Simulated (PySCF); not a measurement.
BrSn (SMILES [Br][Sn+]), charge +1, singlet, at a GFN2-xTB geometry (such geometries of metal compounds can be far from the true shape) (all electrons, no relativity); B3LYP/3-21G in PySCF.

Input for PySCF:
```python
from pyscf import gto, scf, dft

mol = gto.M(
    atom='''
Sn   -0.00000000   -0.00000000   -1.02177704
Br    0.00000000    0.00000000    1.45968148
''',
    basis='3-21g',
    charge=1,
    verbose=4,
)

mf = dft.RKS(mol)
mf.xc = 'b3lyp'
mf.diis = False
mf.damp = 0.3
mf.diis_start_cycle = 200
mf.max_cycle = 150
mf.kernel()
mf.analyze()
```

The log (banner, timings and long lists left out):

```
PySCF version 2.14.0

[INPUT] verbose = 4
[INPUT] num. atoms = 2
[INPUT] num. electrons = 84
[INPUT] charge = 1
[INPUT] spin (= nelec alpha-beta = 2S) = 0
[INPUT] symmetry False subgroup None
[INPUT] Mole.unit = angstrom
[INPUT] Symbol           X                Y                Z      unit          X                Y                Z       unit  Magmom
[...]
nuclear repulsion = 373.191859402913
number of shells = 23
number of NR pGTOs = 135
number of NR cGTOs = 53
basis = 3-21g
ecp = {}

******** <class 'pyscf.dft.rks.RKS'> ********
method = RKS
initial guess = minao
damping factor = 0.3
level_shift factor = 0
DIIS disabled
SCF conv_tol = 1e-09
SCF conv_tol_grad = None
SCF max_cycles = 150
direct_scf = True
direct_scf_tol = 1e-13
XC library pyscf.dft.libxc version 7.1.2
    S. Lehtola, C. Steigemann, M. J. T. Oliveira, and M. A. L. Marques,  SoftwareX 7, 1–5 (2018)
XC functionals = b3lyp
    P. J. Stephens, F. J. Devlin, C. F. Chabalowski, and M. J. Frisch,  J. Phys. Chem. 98, 11623 (1994)
radial grids:
    Treutler-Ahlrichs [JCP 102, 346 (1995); DOI:10.1063/1.469408] (M4) radial grids

becke partition: Becke, JCP 88, 2547 (1988); DOI:10.1063/1.454033
pruning grids: <function nwchem_prune>
grids dens level: 3
symmetrized grids: False
atomic radii adjust function: <function treutler_atomic_radii_adjust>
small_rho_cutoff = 0
Set gradient conv threshold to 3.16228e-05
Initial guess from minao.
tot grids = 42384
init E= -8545.1472699067
[...]
cycle= 1 E= -8560.34307826141  delta_E= -15.2  |g|= 0.327  |ddm|= 1.55
[...]
cycle= 2 E= -8560.22327098209  delta_E= 0.12  |g|= 0.667  |ddm|= 1.52
[...]
cycle= 3 E= -8560.25035442449  delta_E= -0.0271  |g|= 0.55  |ddm|= 1.87
[...]
cycle= 4 E= -8559.8816983991  delta_E= 0.369  |g|= 1.15  |ddm|= 2.34
[...]
cycle= 5 E= -8560.07771750926  delta_E= -0.196  |g|= 0.799  |ddm|= 2.79
[...]
cycle= 6 E= -8559.41778613638  delta_E= 0.66  |g|= 1.56  |ddm|= 3.15
[...]
cycle= 7 E= -8559.89051114411  delta_E= -0.473  |g|=    1  |ddm|=  3.5
[...]
cycle= 8 E= -8559.12346525671  delta_E= 0.767  |g|= 1.74  |ddm|= 3.67
[...]
cycle= 9 E= -8559.78026597593  delta_E= -0.657  |g|= 1.11  |ddm|= 3.84
[...]
cycle= 10 E= -8558.99061347096  delta_E= 0.79  |g|= 1.81  |ddm|= 3.91
[...]
cycle= 11 E= -8559.73043852802  delta_E= -0.74  |g|= 1.15  |ddm|= 3.98
[...]
cycle= 12 E= -8558.93080343316  delta_E=  0.8  |g|= 1.83  |ddm|= 4.01
[...]
cycle= 13 E= -8559.70781093877  delta_E= -0.777  |g|= 1.17  |ddm|= 4.05
[...]
cycle= 14 E= -8558.90321482236  delta_E= 0.805  |g|= 1.85  |ddm|= 4.06
[...]
cycle= 15 E= -8559.69733692402  delta_E= -0.794  |g|= 1.18  |ddm|= 4.07
[...]
cycle= 16 E= -8558.89038960037  delta_E= 0.807  |g|= 1.85  |ddm|= 4.08
[...]
cycle= 17 E= -8559.6924614313  delta_E= -0.802  |g|= 1.18  |ddm|= 4.09
[...]
cycle= 18 E= -8558.88441267408  delta_E= 0.808  |g|= 1.85  |ddm|= 4.09
[...]
cycle= 19 E= -8559.69018802379  delta_E= -0.806  |g|= 1.18  |ddm|= 4.09
[...]
cycle= 20 E= -8558.88162441345  delta_E= 0.809  |g|= 1.86  |ddm|= 4.09
[...]
cycle= 21 E= -8559.68912719517  delta_E= -0.808  |g|= 1.18  |ddm|=  4.1
[...]
cycle= 22 E= -8558.8803230761  delta_E= 0.809  |g|= 1.86  |ddm|=  4.1
[...]
cycle= 23 E= -8559.68863202573  delta_E= -0.808  |g|= 1.18  |ddm|=  4.1
[...]
cycle= 24 E= -8558.87971558576  delta_E= 0.809  |g|= 1.86  |ddm|=  4.1
[...]
cycle= 25 E= -8559.68840085778  delta_E= -0.809  |g|= 1.18  |ddm|=  4.1
[...]
cycle= 26 E= -8558.8794319689  delta_E= 0.809  |g|= 1.86  |ddm|=  4.1
[...]
cycle= 27 E= -8559.68829293042  delta_E= -0.809  |g|= 1.18  |ddm|=  4.1
[...]
cycle= 28 E= -8558.87929955162  delta_E= 0.809  |g|= 1.86  |ddm|=  4.1
[...]
cycle= 29 E= -8559.68824253984  delta_E= -0.809  |g|= 1.18  |ddm|=  4.1
[...]
cycle= 30 E= -8558.87923772623  delta_E= 0.809  |g|= 1.86  |ddm|=  4.1
[...]
cycle= 31 E= -8559.68821901246  delta_E= -0.809  |g|= 1.18  |ddm|=  4.1
[...]
cycle= 32 E= -8558.87920885979  delta_E= 0.809  |g|= 1.86  |ddm|=  4.1
[...]
[...]
[...]
cycle= 111 E= -8559.68819840627  delta_E= -0.809  |g|= 1.18  |ddm|=  4.1
[...]
cycle= 112 E= -8558.87918357743  delta_E= 0.809  |g|= 1.86  |ddm|=  4.1
[...]
cycle= 113 E= -8559.68819840627  delta_E= -0.809  |g|= 1.18  |ddm|=  4.1
[...]
cycle= 114 E= -8558.87918357744  delta_E= 0.809  |g|= 1.86  |ddm|=  4.1
[...]
cycle= 115 E= -8559.68819840626  delta_E= -0.809  |g|= 1.18  |ddm|=  4.1
[...]
cycle= 116 E= -8558.87918357743  delta_E= 0.809  |g|= 1.86  |ddm|=  4.1
[...]
cycle= 117 E= -8559.68819840627  delta_E= -0.809  |g|= 1.18  |ddm|=  4.1
[...]
cycle= 118 E= -8558.87918357743  delta_E= 0.809  |g|= 1.86  |ddm|=  4.1
[...]
cycle= 119 E= -8559.68819840626  delta_E= -0.809  |g|= 1.18  |ddm|=  4.1
[...]
cycle= 120 E= -8558.87918357742  delta_E= 0.809  |g|= 1.86  |ddm|=  4.1
[...]
cycle= 121 E= -8559.68819840626  delta_E= -0.809  |g|= 1.18  |ddm|=  4.1
[...]
cycle= 122 E= -8558.87918357742  delta_E= 0.809  |g|= 1.86  |ddm|=  4.1
[...]
cycle= 123 E= -8559.68819840626  delta_E= -0.809  |g|= 1.18  |ddm|=  4.1
[...]
cycle= 124 E= -8558.87918357742  delta_E= 0.809  |g|= 1.86  |ddm|=  4.1
[...]
cycle= 125 E= -8559.68819840626  delta_E= -0.809  |g|= 1.18  |ddm|=  4.1
[...]
cycle= 126 E= -8558.87918357742  delta_E= 0.809  |g|= 1.86  |ddm|=  4.1
[...]
cycle= 127 E= -8559.68819840627  delta_E= -0.809  |g|= 1.18  |ddm|=  4.1
[...]
cycle= 128 E= -8558.87918357742  delta_E= 0.809  |g|= 1.86  |ddm|=  4.1
[...]
cycle= 129 E= -8559.68819840626  delta_E= -0.809  |g|= 1.18  |ddm|=  4.1
[...]
cycle= 130 E= -8558.87918357743  delta_E= 0.809  |g|= 1.86  |ddm|=  4.1
[...]
cycle= 131 E= -8559.68819840625  delta_E= -0.809  |g|= 1.18  |ddm|=  4.1
[...]
cycle= 132 E= -8558.87918357742  delta_E= 0.809  |g|= 1.86  |ddm|=  4.1
[...]
cycle= 133 E= -8559.68819840627  delta_E= -0.809  |g|= 1.18  |ddm|=  4.1
[...]
cycle= 134 E= -8558.87918357743  delta_E= 0.809  |g|= 1.86  |ddm|=  4.1
[...]
cycle= 135 E= -8559.68819840627  delta_E= -0.809  |g|= 1.18  |ddm|=  4.1
[...]
cycle= 136 E= -8558.87918357743  delta_E= 0.809  |g|= 1.86  |ddm|=  4.1
[...]
cycle= 137 E= -8559.68819840626  delta_E= -0.809  |g|= 1.18  |ddm|=  4.1
[...]
cycle= 138 E= -8558.87918357744  delta_E= 0.809  |g|= 1.86  |ddm|=  4.1
[...]
cycle= 139 E= -8559.68819840627  delta_E= -0.809  |g|= 1.18  |ddm|=  4.1
[...]
cycle= 140 E= -8558.87918357744  delta_E= 0.809  |g|= 1.86  |ddm|=  4.1
[...]
cycle= 141 E= -8559.68819840626  delta_E= -0.809  |g|= 1.18  |ddm|=  4.1
[...]
cycle= 142 E= -8558.87918357743  delta_E= 0.809  |g|= 1.86  |ddm|=  4.1
[...]
cycle= 143 E= -8559.68819840627  delta_E= -0.809  |g|= 1.18  |ddm|=  4.1
[...]
cycle= 144 E= -8558.87918357742  delta_E= 0.809  |g|= 1.86  |ddm|=  4.1
[...]
cycle= 145 E= -8559.68819840626  delta_E= -0.809  |g|= 1.18  |ddm|=  4.1
[...]
cycle= 146 E= -8558.87918357743  delta_E= 0.809  |g|= 1.86  |ddm|=  4.1
[...]
cycle= 147 E= -8559.68819840626  delta_E= -0.809  |g|= 1.18  |ddm|=  4.1
[...]
cycle= 148 E= -8558.87918357743  delta_E= 0.809  |g|= 1.86  |ddm|=  4.1
[...]
cycle= 149 E= -8559.68819840626  delta_E= -0.809  |g|= 1.18  |ddm|=  4.1
[...]
cycle= 150 E= -8558.87918357743  delta_E= 0.809  |g|= 1.86  |ddm|=  4.1
SCF not converged.
SCF energy = -8558.87918357743
**** SCF Summaries ****
Total Energy =                       -8558.879183577431832
Nuclear Repulsion Energy =             373.191859402912769
One-electron Energy =               -12559.326750263586291
Two-electron Energy =                 3627.255707283242828
Two-electron Coulomb Energy =         3879.149159827840322
DFT Exchange-Correlation Energy =     -251.893452544597636
HOMO-LUMO gap [eV] =                     2.687275652146956
**** MO energy ****
[...]
 ** Mulliken pop on meta-lowdin orthogonal AOs  **
 ** Mulliken pop  **
 ** Mulliken atomic charges  **
charge of    0Sn =     -1.79201
charge of    1Br =      2.79201

WARN: System has nonzero charge 1; the dipole moment is origin-dependent.
Location of origin: [0. 0. 0.]

Dipole moment(X, Y, Z, Debye):  0.00000,  0.00000, 29.32195
```

Convergence was not reached.
